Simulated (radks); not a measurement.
Species: the lutetium ion Lu2+. Configuration: [Kr] 4d10 4f14 5s1.75 5p6 6s1 5f0.25 (fractional occupations, a model configuration).

Method: Dirac Kohn-Sham, B86b exchange with PBE correlation, spin-unpolarised, spherical densities, point nucleus; open shells are shared between the two j in proportion to 2j + 1; computed with a radial shooting solver on a logarithmic mesh with Libxc functionals.

Energy parts (Ry):
| part | energy |
|---|---|
| total | -29161.6878 |
| kinetic | 32514.7782 |
| electron-nucleus | -72425.7526 |
| Hartree | 11354.7262 |
| exchange-correlation | -605.4397 |

Orbitals (lengths in bohr, moments of r in powers of bohr):
orbital      occ.  eigenvalue (Ry)      <r^2>
1s1/2           2        -4644.416  0.0005119
2s1/2           2        -791.3107   0.007858
2p1/2           2        -755.2558   0.005641
2p3/2           4        -673.0971   0.006850
3s1/2           2        -180.4586    0.05157
3p1/2           2        -164.5289    0.04752
3p3/2           4        -147.0037    0.05422
3d3/2           4        -120.0056    0.04235
3d5/2           6        -116.1801    0.04420
4s1/2           2        -37.11256     0.2581
4p1/2           2        -30.62896     0.2681
4p3/2           4        -26.64512     0.3052
4d3/2           4        -15.99657     0.3401
4d5/2           6        -15.26963     0.3546
5s1/2        1.75         -5.94888      1.526
5p1/2           2         -4.13971      1.910
5p3/2           4         -3.61682      2.228
4f5/2           6         -2.24613     0.6554
4f7/2           8         -2.13357     0.6847
6s1/2           1         -1.37789      10.04
5f5/2    0.107143         -0.38895      42.02
5f7/2    0.142857         -0.38839      42.22

The highest occupied level is 5f7/2 at -5.284 eV. Summed over all electrons, <r^2> = 52.05 bohr^2, which gives a Langevin (diamagnetic) susceptibility term of -41.2 x 10^-6 cm^3/mol. The density falls to 0.001 e/bohr^3 at r = 4.13 bohr.
